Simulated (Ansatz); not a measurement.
Start from `C[NH][ZnH]` and change one atom or group to get `CNN`.

Ansatz, PBE0-D4/def2-TZVP geometries, multiplicity 1. Each molecule was computed in one conformer, which needn't be the lowest.

Scalar relativity is left out up to krypton.

```
                                                                                  property  `C[NH][ZnH]`
                                                       HOMO energy (B3LYP/def2-TZVPP) / eV         -5.84
                                                        LUMO energy (PBE0/def2-TZVPP) / eV         -0.34
                                                     HOMO–LUMO gap (B3LYP/def2-TZVPP) / eV          5.21
                                                     HOMO energy (ωB97M-V/def2-TZVPP) / eV         -8.37
                                          size of the dipole moment (B3LYP/def2-TZVPP) / D          0.62
ideal-gas entropy at 298 K and 1 bar (rigid rotor, harmonic PBE0-D4/def2-TZVP) / J/(mol·K)           305
```

Question: Give the same properties after the change, and the shifts. (Estimate.)

Answer: Ansatz gave: 
```json
{"property": "HOMO energy (B3LYP/def2-TZVPP) / eV", "`CNN`": "-6.36", "shift": "-0.52"}
{"property": "LUMO energy (PBE0/def2-TZVPP) / eV", "`CNN`": "0.98", "shift": "1.32"}
{"property": "HOMO–LUMO gap (B3LYP/def2-TZVPP) / eV", "`CNN`": "6.96", "shift": "1.75"}
{"property": "HOMO energy (ωB97M-V/def2-TZVPP) / eV", "`CNN`": "-8.98", "shift": "-0.61"}
{"property": "size of the dipole moment (B3LYP/def2-TZVPP) / D", "`CNN`": "1.84", "shift": "1.22"}
{"property": "ideal-gas entropy at 298 K and 1 bar (rigid rotor, harmonic PBE0-D4/def2-TZVP) / J/(mol·K)", "`CNN`": "269", "shift": "-36"}
```

With PBE0 the HOMO falls by 0.54 eV and the LUMO rises by 1.32 eV, so the gap widens by about 1.86 eV. PBE moves the HOMO by -0.29 eV and ωB97M-V by -0.61 eV. The zero-point energy changes by 58.6 kJ/mol with +3 modes. Dipoles are sizes alone; their direction can turn.

B3LYP here is the variant with VWN-RPA as its local correlation; programs differ in this.
